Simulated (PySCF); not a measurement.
Ionisation energy of Te⁴²⁺ by level of theory

Te⁴²⁺ [Ne] (1S) → Te⁴³⁺ [He] 2s2 2p5 (2P), as a difference of total energies. Calculation: PySCF 2.14, in an even-tempered Gaussian basis (19 s from 19 bohr⁻², ratio 2.2; 12 p from 25 bohr⁻², ratio 2.2; 6 d from 100 bohr⁻², ratio 2.4; 5 f from 150 bohr⁻², ratio 2.4; 4 g from 230 bohr⁻², ratio 2.4); the spin-free X2C one-electron Hamiltonian (Gaussian nucleus). Correlated levels: nothing frozen; virtual orbitals above 40 to 60 times the deepest correlated orbital energy dropped. The calculations carry no spin-orbit coupling.

| method | ionisation energy (eV) |
| --- | --- |
| UHF | 7119.9 |
| LDA | 7116.6 |
| PBE | 7117.1 |
| PBE0 | 7118.3 |
| r2SCAN | 7121.1 |
| M06 | 7122.5 |
| TPSS | 7117.2 |
| MP2 (all electrons) | 7121.7 |
| SCS-MP2 (all electrons) | 7121.5 |

A first-order spin-orbit estimate (lowest level to lowest level, LS coupling) adds -91.250 eV.

For this ion Breit and QED terms and the two-electron picture change, all absent here, outweigh the differences among the correlated methods.

For comparison: 7022 ± 4 eV (theoretical estimate listed by NIST; NIST Atomic Spectra Database, ionization energies).
